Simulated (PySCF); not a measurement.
This PySCF input asks for the NMR shieldings of `[CH3][GeH2][SiH2][SiH3]`, CH10GeSi2; the geometry comes from GFN2-xTB.

```python
import basis_set_exchange as bse
import numpy as np
from pyscf import gto, dft
from pyscf.prop import nmr

atoms = """
C    -2.051247    0.163474   -0.374488
Ge   -1.170360   -0.332938    1.322405
Si    1.104414    0.256939    1.384089
Si    2.139529   -0.059100   -0.665236
H    -1.991088    1.236768   -0.540726
H    -3.101111   -0.116995   -0.381271
H    -1.567446   -0.327827   -1.216008
H    -2.018743    0.255527    2.431362
H    -1.423439   -1.815408    1.504917
H     1.757169   -0.510513    2.452890
H     1.191856    1.657754    1.822531
H     2.029075   -1.447770   -1.124356
H     1.534890    0.768997   -1.714581
H     3.565824    0.270619   -0.643670
"""
names = dict.fromkeys(["C", "Ge", "Si", "H"], "pcSseg-1")
basis = {el: gto.basis.parse(bse.get_basis(n, elements=[el], fmt="nwchem")) for el, n in names.items()}
mol = gto.M(atom=atoms, basis=basis, charge=0, verbose=0)
mf = dft.RKS(mol, xc="PBE0")
mf.grids.level = 2
mf.grids.alignment = dft.numint.BLKSIZE   # the property module wants whole blocks of grid points
mf.conv_tol = 1e-9
mf.kernel()

calc = nmr.RKS(mf)   # GIAO
C = mf.mo_coeff
Co = C[:, mf.mo_occ > 0]
resp = mf.gen_response(singlet=True, hermi=2)
def vind(x):   # induced exchange potential for any number of trial vectors
    d = np.einsum("pi,xij,qj->xpq", C, 2 * x.reshape(-1, C.shape[1], Co.shape[1]), Co, optimize=True)
    return np.einsum("xpq,pi,qj->xij", resp(d - d.transpose(0, 2, 1)), C, Co, optimize=True).ravel()
mo1, _ = nmr.rhf.solve_mo1(calc, with_cphf=vind)
sigma = calc.kernel(mo1)
for i, s in enumerate(sigma):   # ppm
    w = np.linalg.eigvalsh((s + s.T) / 2)
    print("%2d %-2s iso %8.1f  s11 %8.1f  s22 %8.1f  s33 %8.1f" % (i, mol.atom_pure_symbol(i), w.mean(), *w))
```

Q: Give the expected output.

A: 
```
 0 C  iso    194.3  s11    190.5  s22    194.3  s33    198.1
 1 Ge iso   1586.0  s11   1526.0  s22   1543.3  s33   1688.8
 2 Si iso    472.5  s11    462.1  s22    472.6  s33    482.8
 3 Si iso    466.8  s11    458.8  s22    463.0  s33    478.5
 4 H  iso     31.5  s11     26.4  s22     28.7  s33     39.3
 5 H  iso     31.3  s11     25.5  s22     27.7  s33     40.6
 6 H  iso     31.5  s11     25.8  s22     29.7  s33     39.1
 7 H  iso     27.8  s11     21.1  s22     22.4  s33     39.9
 8 H  iso     27.9  s11     21.5  s22     22.6  s33     39.7
 9 H  iso     28.2  s11     24.0  s22     25.8  s33     34.9
10 H  iso     28.2  s11     24.1  s22     26.0  s33     34.5
11 H  iso     28.2  s11     24.6  s22     26.5  s33     33.6
12 H  iso     28.2  s11     24.3  s22     27.1  s33     33.2
13 H  iso     28.1  s11     24.4  s22     25.4  s33     34.6
```

These numbers come from an equivalent density-fitted implementation of the same equations, which agrees with the script to about 0.01 ppm for H and up to a few tenths of a ppm for heavy atoms, so last digits may differ.

Relativistic effects, spin–orbit coupling among them, are left out; they matter for Ge and for the light atoms bonded to it.

Size and cost of the density-fitted run: 156 basis functions, 22 s wall time on 1 thread of an Arm Neoverse V1, shared host.
